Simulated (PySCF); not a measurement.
Compound: C₇H₉N.
Geometry (GFN2-xTB, Å), atoms numbered from 1 in this order:
```xyz
17
C7H9N angstrom
C      2.625   -0.168   -0.357
N      1.594    0.534    0.365
C      0.256    0.244    0.208
C     -0.233   -0.481   -0.880
C     -1.592   -0.691   -1.026
C     -2.491   -0.196   -0.098
C     -2.014    0.522    0.988
C     -0.661    0.740    1.141
H      3.595    0.211   -0.040
H      2.598   -1.252   -0.189
H      2.520    0.021   -1.427
H      1.848    0.823    1.298
H      0.447   -0.883   -1.615
H     -1.951   -1.255   -1.876
H     -3.549   -0.370   -0.215
H     -2.702    0.912    1.723
H     -0.296    1.302    1.990
```

Computed geometry: GFN2-xTB, gas phase.

Take the most abundant isotopes and a rigid rotor. The values belong to one conformer with, in the numbering `[CH3:1][NH:2][c:3]1[cH:4][cH:5][cH:6][cH:7][cH:8]1`, C1–N2–C3–C4 -17°.

(1) Give the principal moments of inertia and the rotational constants in cm⁻¹.

(2) What kind of rotor is it?

(3) Is it planar, by Δ = Ic − Ia − Ib?

(4) Give the other two planar moments, Paa and Pbb, and the rms extents of the mass along the axes.

(5) List the rotational levels J(Ka,Kc) to J = 3 (cm⁻¹).

(6) Estimate the classical rotational partition function at 10 K, 100 K and 500 K.

## Answers

(1) Ia = 100.04, Ib = 329.76, Ic = 425.46 u·Å²; 505379 MHz·u·Å²/I gives 5052, 1533 and 1188 MHz, that is A = 0.16852, B = 0.05112, C = 0.03962 cm⁻¹.

(2) An asymmetric top. Ray's parameter κ = (2B − A − C)/(A − C) = -0.822; −1 is the prolate and +1 the oblate limit.

(3) Not planar: Δ = Ic − Ia − Ib = -4.33 u·Å². For a rigid frame Δ = −2 Σ m c², so Σ m c² = 2.17 u·Å² lies off the ab plane: 1.69 from hydrogen and 0.48 from heavier atoms. The atom farthest from that plane is 1.11 Å away.

(4) Paa = Σ m a² = (Ib + Ic − Ia)/2 = 327.59 and Pbb = Σ m b² = (Ia + Ic − Ib)/2 = 97.87 u·Å². With the mass M = 107.07 u, the rms extents √(P/M) along a, b and c are 1.75, 0.96, 0.14 Å.

(5) Above 0(0,0):
J = 1: 1(0,1) 0.0907, 1(1,1) 0.2081, 1(1,0) 0.2196
J = 2: 2(0,2) 0.2714, 2(1,2) 0.3781, 2(1,1) 0.4126, 2(2,1) 0.7648, 2(2,0) 0.7656
J = 3: 3(0,3) 0.5405, 3(1,3) 0.6326, 3(1,2) 0.7016, 3(2,2) 1.0370, 3(2,1) 1.0410, 3(3,1) 1.6532, 3(3,0) 1.6533

(6) Point group C1, symmetry number σ = 1; q = (√π/σ)·√((kT/h)³/(ABC)), k/h = 20836.6 MHz/K: 1760 at 10 K, 55600 at 100 K, 622000 at 500 K.

Whether it is a minimum is left open (no frequencies). No vibrational averaging or centrifugal distortion is included, and the geometry carries the error of its method.
